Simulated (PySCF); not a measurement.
Gas-phase reaction: GaH + H₂ + 3 O → Ga(OH)₃, at 2500 K and a standard pressure of 1 bar. Level: HF/6-31G*.

Energies from PySCF, thermal terms from the rigid-rotor harmonic-oscillator model, ideal gas at 1 bar. 6-31G* has spherical d functions here. Open shells (unrestricted): O (multiplicity 3, electronic degeneracy 9); the rest are closed-shell singlets. Spin-orbit splitting is ignored; it lowers the true energy and changes the entropy of O. Ga: all electrons, no relativistic terms. GaH, Ga(OH)₃: computed as isolated molecules; such fragments, hydroxides, amides, oligomers or adducts are transient or little studied in the gas. The harmonic model lacks anharmonicity and excited electronic states, which grow with temperature; levels with a mode under 35 cm⁻¹ are left out.

```csv
species,E (Ha),H(2500 K) − E (kJ/mol),S°(2500 K) (J/mol/K)
GaH,-1923.03528,95.1,270.5
H₂,-1.12683,104.7,194.2
O,-74.78318,52.0,205.9
Ga(OH)₃,-2148.88411,424.3,576.6
```
E: electronic energy; H − E holds the zero-point and thermal terms. 1 Ha = 2625.5 kJ/mol.

Work out ΔH°, ΔS°, ΔG° and log10 K from these numbers.

1. ΔE = 1×(-2148.88411) − 1×(-1923.03528) − 1×(-1.12683) − 3×(-74.78318) = -0.37246 Ha = -977.9 kJ.
2. Δ(H − E) = 1×(424.3) − 1×(95.1) − 1×(104.7) − 3×(52.0) = 68.5 kJ, so ΔH° = -909.4 kJ.
3. ΔS° = 1×(576.6) − 1×(270.5) − 1×(194.2) − 3×(205.9) = -505.8 J/K; the number of gas molecules changes by -4.
4. ΔG° = ΔH° − TΔS° = -909.4 − 2500×(-505.8)/1000 = 355.1 kJ.
5. log10 K = −ΔG°/(RT ln 10) = -7.42, with RT ln 10 = 47.86 kJ/mol; at standard pressures the reactants are favoured.
6. A shift of 10 kJ in ΔE would move log10 K by 0.21 here.
For scale, ΔH°(298 K) is -920 kJ at this level, -1673 kJ at ωB97M-V/def2-TZVP†, and runs from -2710 to -920 kJ over the 20 levels computed († marks an energy on the PBE0/def2-TZVP geometry).
